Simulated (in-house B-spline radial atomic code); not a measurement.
Results of a calculation; reference values are marked as such.
Weak and strong correlation along the adiabatic connection

Two-electron singlets in several external potentials (atomic units), by full CI in B-splines with partial waves to l = 8 (correlation energies up to 0.6 % small). The repulsion is scaled by λ at fixed density; W(λ) is the mean repulsion less the Hartree energy, W(0) = E_x, and the area under W from 0 to 1 is E_xc.

One system gave this curve:

```tsv
λ	W (hartree)
0	-0.53271
0.02	-0.5347
0.05	-0.53762
0.12	-0.54413
0.25	-0.55522
0.4	-0.56659
0.6	-0.57974
0.8	-0.59099
1	-0.6007
1.4	-0.61657
2	-0.63419
3	-0.65388
4.5	-0.67204
7	-0.68938
10	-0.70144
```

Question: Which system is it?
A. −Z exp(−kr)/r, Z = 1.86, k = 0.325
B. −Z exp(−kr)/r, Z = 3.04, k = 0.148
C. −Z/r, Z = 10
D. −V exp(−r²/w²), V = 6.34, w = 6.29

Answer: D. The exchange energy sets the size: −V exp(−r²/w²), V = 6.34, w = 6.29: E_x = -0.533, E_c = -0.0385; −Z/r, Z = 10: E_x = -6.03, E_c = -0.0455; −Z exp(−kr)/r, Z = 3.04, k = 0.148: E_x = -1.67, E_c = -0.0434; −Z exp(−kr)/r, Z = 1.86, k = 0.325: E_x = -0.892, E_c = -0.0424 hartree.
